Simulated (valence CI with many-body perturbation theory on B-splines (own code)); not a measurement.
Ladder of approximations for Te XLVIII

Computed by relativistic CI+MBPT: three valence electrons over a frozen Dirac-Fock core [He], radial functions for each j: 11 s, 11 p, 9 d, 7 f, 5 g, 2 h, 1 i, with the one-electron correlation potential Σ1, the two-electron term Σ2, the three-electron term Σ3, Breit, model QED; selected CI, second order for the rest (own B-spline code, finite nucleus).

No measured spectrum was set against this ion. As an estimate, large intervals hold to a few tenths of a per cent, small ones and those within an open d or f shell to about a per cent.

Each rung adds one term. CI alone is the Dirac-Coulomb CI over the frozen core; QED comes last and gives the full result, which names the levels. Energies are above (2s^2 2p1/2) J=1/2 on the same rung, in eV.

Levels are named by their leading jj configuration (3d3/2^4 stands for four electrons in 3d with j = 3/2), which in mixed levels can hold well under half, so a name can repeat and another be missing. Letters in brackets count levels of one name in rising energy.

| Level | CI alone | Σ1 | Σ2 | Σ3 | Breit | QED | Full |
| --- | --- | --- | --- | --- | --- | --- | --- |
| (2s 2p1/2^2) J=1/2 | 154.1 | -0.25 | -0.08 | -0.01 | +5.81 | -5.29 | 154.2 |
| (2s^2 2p3/2) J=3/2 | 308.5 | +0.09 | 0.00 | 0.00 | -5.39 | +0.46 | 303.6 |
| (2s 2p1/2 2p3/2) J=3/2 [a] | 416.0 | -0.16 | -0.04 | +0.01 | +0.32 | -4.73 | 411.4 |
| (2s 2p1/2 2p3/2) J=5/2 | 450.0 | -0.16 | -0.07 | -0.01 | -3.16 | -4.73 | 441.9 |
| (2s 2p1/2 2p3/2) J=3/2 [b] | 496.5 | -0.16 | -0.19 | -0.04 | -1.50 | -4.76 | 489.9 |
| (2s 2p1/2 2p3/2) J=1/2 | 495.3 | -0.16 | -0.29 | -0.04 | +0.68 | -4.78 | 490.7 |
| (2p1/2^2 2p3/2) J=3/2 | 661.8 | -0.40 | -0.37 | -0.05 | +4.92 | -9.95 | 655.9 |
| (2s 2p3/2^2) J=5/2 | 744.4 | -0.07 | -0.05 | -0.01 | -6.85 | -4.18 | 733.2 |
| (2s 2p3/2^2) J=1/2 | 811.5 | -0.07 | -0.08 | -0.06 | -3.41 | -4.20 | 803.7 |
| (2s 2p3/2^2) J=3/2 | 815.4 | -0.07 | -0.28 | -0.05 | -5.95 | -4.22 | 804.8 |
| (2p1/2 2p3/2^2) J=3/2 | 939.9 | -0.32 | -0.37 | -0.05 | -0.09 | -9.53 | 929.5 |
| (2p1/2 2p3/2^2) J=5/2 | 962.3 | -0.32 | -0.32 | -0.05 | -3.51 | -9.53 | 948.6 |
| (2p1/2 2p3/2^2) J=1/2 | 994.4 | -0.31 | -0.29 | -0.05 | +1.04 | -9.50 | 985.3 |
| (2p3/2^3) J=3/2 | 1279.8 | -0.22 | -0.29 | -0.05 | -5.50 | -8.95 | 1264.8 |
| (2s^2 3s) J=1/2 | 4769.3 | +0.37 | -0.06 | -0.05 | -8.57 | +1.52 | 4762.5 |
| (2s^2 3p1/2) J=1/2 | 4823.1 | +0.32 | -0.06 | -0.05 | -6.96 | -0.10 | 4816.3 |
| (2s 2p1/2 3s) J=1/2 [a] | 4874.7 | +0.13 | -0.04 | -0.05 | -3.43 | -3.61 | 4867.7 |
| (2s 2p1/2 3s) J=3/2 | 4890.4 | +0.16 | -0.09 | -0.05 | -5.59 | -2.95 | 4881.8 |
| (2s 2p1/2 3s) J=1/2 [b] | 4912.3 | +0.13 | -0.07 | -0.05 | -4.18 | -3.66 | 4904.5 |

The middle columns are the shifts that each term adds.

Problem. How does the ionisation energy move along the ladder, and which term matters most?

Solution. CI alone 8504.1, + Σ1 8504.5, + Σ2 8504.4, + Σ3 8504.4, + Breit 8494.3, + QED 8494.4 eV. The largest step is Breit, -10.1 eV. NIST lists 8499 ± 4 eV (theoretical).
